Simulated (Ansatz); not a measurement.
C2H8AlNO. Charge 0, multiplicity 1. The bonds changed during the relaxation, so this is another structure than the one it started from.

```xyz
13

C    -1.3279    1.2193    1.0029
O     0.0334    0.8632    0.9189
C     0.2586   -0.3844    0.3723
N     0.1174   -0.4041   -1.1534
Al    1.8873   -1.0841   -0.4629
H    -1.7940    1.2955    0.0117
H    -1.8888    0.4871    1.5975
H    -1.3829    2.1933    1.4895
H    -0.4444   -1.1352    0.7537
H    -0.7100   -0.8434   -1.5353
H     0.2133    0.5335   -1.5268
H     3.0160   -0.0760   -0.9407
H     2.0218   -2.6647   -0.5273
```

(1) Give the diagnostics of a CCSD(T)/def2-TZVPP run (frozen core, Ansatz). (Best estimate.)

Answers

(1) Computed: T1 = 0.0111, largest single amplitude 0.012, largest double 0.017, (T) share of the correlation energy 3.7 %, 9 CCSD cycles. The RHF solution is stable towards an unrestricted one. T1 lies under the customary mark of 0.02 for closed shells.
